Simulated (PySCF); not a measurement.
C3H6FIn, SMILES C=[CH][In]([CH3])[F].

Coordinates come from a B3LYP-D3(BJ)/def2-SVP optimisation. The structure was generated by enumeration; whether it is a known compound was not checked. The def2 effective core potentials stand for the cores of In; spin–orbit coupling is left out. Other conformers were not sampled.

These are PySCF with HF/def2-TZVP values and carry that method's errors.

Computed frontier levels, gap, dipole moment and polarisability:
highest occupied level: -10.55 eV
lowest empty level: 1.14 eV
orbital gap: 11.69 eV
dipole moment: 3.93 D
quadrupole, principal values (traceless, Buckingham form, about the centre of nuclear charge): -10.14, 3.89, 6.26 D·Å
mean static polarisability: 66.7 bohr³ (9.88 Å³)
polarisability, principal values: 46.2, 66.9, 86.9 bohr³
